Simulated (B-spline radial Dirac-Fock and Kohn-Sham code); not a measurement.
Au⁺: scattering cross sections and density moments

System: Au⁺, [Xe] 4f14 5d9 6p1 (an excited configuration).

The computed values come from a radial B-spline solver: configuration-average Dirac-Fock orbitals.

| Property | Result |
| --- | --- |
| Sum of ⟨r⟩ | 44.07 bohr |
| Sum of ⟨r²⟩ | 57.51 bohr² |
| Sum of ⟨1/r⟩ | 606.39 per bohr |
| Langevin diamagnetic susceptibility | -45.5 × 10⁻⁶ cm³/mol |
| Lamb shielding (α²/3)Σ⟨1/r⟩ | 10760 ppm |

Coherent scattering is the Thomson cross section weighted by f₀², without anomalous dispersion; incoherent scattering is Klein-Nishina weighted by S. The Lamb formula is the non-relativistic shielding expression. Electron correlation is left out.

```
hν (keV)  coherent (b)  incoherent (b)  incoherent per electron (b)
       1          3917          0.9747                       0.0125
       2          3618           2.754                       0.0353
       5          2614           7.848                        0.101
  8.0478          1898           12.28                        0.157
      20         732.3           22.54                        0.289
      30         432.3           27.09                        0.347
     100         66.17           32.57                        0.418
     500         3.523           22.02                        0.282
```

Incoherent scattering overtakes coherent scattering between 100 and 500 keV.
